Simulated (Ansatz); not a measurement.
The same path of C₂H₇Sb (10 atoms, charge 0, multiplicity 1) was run twice with different band settings. The coordinate that changes most is the dihedral H8–C2–Sb3–H9.

Level of theory: Ansatz, RKS LDA/def2-SVP.

Relaxed end points:

```xyz
10
Properties=species:S:1:pos:R:3
C -0.835 0.418 -0.573
C -0.065 -0.820 -0.191
Sb 1.620 -0.478 1.150
H -1.682 0.182 -1.257
H -0.188 1.161 -1.089
H -1.261 0.927 0.319
H 0.364 -1.336 -1.078
H -0.705 -1.569 0.326
H 0.684 0.571 2.160
H 2.151 0.893 0.235
```

```xyz
10
Properties=species:S:1:pos:R:3
C -0.530 0.388 -1.140
C -0.204 -0.577 -0.027
Sb 1.619 0.007 1.024
H -1.435 0.074 -1.708
H 0.300 0.475 -1.877
H -0.729 1.413 -0.754
H -0.019 -1.604 -0.412
H -1.020 -0.646 0.722
H 1.260 -0.951 2.419
H 0.841 1.370 1.757
```

Common settings: spring 5.0 eV/Å²; optimiser quadratic models (default); start path IDPP; force threshold 0.05 eV/Å; iteration limit 60; end points relaxed.

| run | movable images | climbing image |
| --- | --- | --- |
| 1 | 5 | yes |
| 2 | 3 | no |

Task: What does each run give, and how far can it be trusted?

Result: Run 1: converged after 5 iterations, highest image 0.066 eV above the first end. A vibrational analysis at the climbing image gives one clearly imaginary mode, 130i cm⁻¹: a first-order saddle point.
Run 2: converged after 5 iterations, highest image 0.066 eV above the first end. No image climbed, so the highest image needn't sit at the top of the path. So few images can step over the top or miss a turn of the path.
